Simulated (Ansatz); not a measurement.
Frontier orbitals of C$_{3}$H$_{8}$AlCl (`C[CH](C)[AlH][Cl]`).

```xyz
13

C     0.541   -0.340   -1.314
C    -0.028    0.389   -0.100
C    -1.498    0.035    0.137
Al    1.032    0.179    1.534
Cl    3.068   -0.338    1.380
H     1.582   -0.072   -1.508
H     0.509   -1.426   -1.180
H    -0.037   -0.113   -2.217
H     0.021    1.471   -0.306
H    -1.925    0.570    0.990
H    -1.627   -1.035    0.327
H    -2.108    0.277   -0.740
H     0.470    0.403    2.996
```

Charge 0, multiplicity 1. The structure was optimised at the PBE0-D4/def2-TZVP level. It is one conformer, not always the lowest. Basis def2-TZVPP, the Gaussian-basis code of Ansatz.

| functional | HOMO (eV) | LUMO (eV) | gap (eV) |
| --- | --- | --- | --- |
| PBE | -6.25 | -1.98 | 4.27 |
| B97M-V | -6.59 | -1.85 | 4.74 |
| PBE0 | -7.47 | -1.20 | 6.27 |
| r2SCAN0 | -7.62 | -1.02 | 6.60 |
| ωB97X-V | -9.81 | 0.68 | 10.49 |
| ωB97M-V | -9.65 | 0.39 | 10.04 |

A quarter of exact exchange (PBE0) shifts PBE's HOMO by −1.22 eV and its LUMO by +0.77 eV; full exchange at long range (ωB97M-V) shifts them by −3.40 and +2.36 eV. The gap opens from 4.27 to 10.04 eV, since occupied levels lose self-interaction and empty ones feel all the electrons. A positive LUMO is unbound and depends on the basis.
